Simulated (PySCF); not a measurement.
C₆ coefficients of unlike pairs at PBE0

Calculated with PySCF 2.14 from the dipole response of each species, C₆(A,B) = (3/π) ∫ α_A(iu) α_B(iu) du, in atomic units, from isotropic polarisabilities. For ions this is the dispersion term alone; charge-induced terms of lower order in 1/R come first.

```json
{"species": "Be²⁺", "configuration": "1s2 (1S)", "basis": "aug-cc-pVQZ-DK (6s5p4d3f2g)", "relativity": "spin-free X2C", "α (bohr³)": "0.05297", "C₆ (like pair)": "0.01068"}
{"species": "Ne³⁺", "configuration": "[He] 2s2 2p3 (4S)", "basis": "aug-cc-pVQZ (6s5p4d3f2g)", "relativity": "none", "α (bohr³)": "0.6922", "C₆ (like pair)": "0.6085"}
{"species": "Ar²⁺", "configuration": "[Ne] 3s2 3p4 (3P)", "basis": "x2c-QZVPPall with one added diffuse shell each of s, p, d, f type (10s7p5d3f1g)", "relativity": "spin-free X2C", "α (bohr³)": "4.783", "C₆ (like pair)": "16.76"}
{"species": "Kr", "configuration": "[Kr] (1S)", "basis": "x2c-TZVPPall with one added diffuse shell each of s, p, d type (7s6p5d1f)", "relativity": "spin-free X2C", "α (bohr³)": "17.23", "C₆ (like pair)": "133.4"}
```

(1) Estimate C₆ for Kr with Ne³⁺.

No spin-orbit coupling is included.

The other pairs:

| pair | C₆ |
| --- | --- |
| Kr, Ar²⁺ | 46.14 |
| Kr, Be²⁺ | 0.7714 |
| Ar²⁺, Be²⁺ | 0.3209 |
| Ar²⁺, Ne³⁺ | 3.018 |
| Ne³⁺, Be²⁺ | 0.07468 |

Answers

(1) The integral gives 7.841. The combination rule 2 C_A C_B / (C_A α_B/α_A + C_B α_A/α_B) gives 7.916 and the geometric mean 9.009.
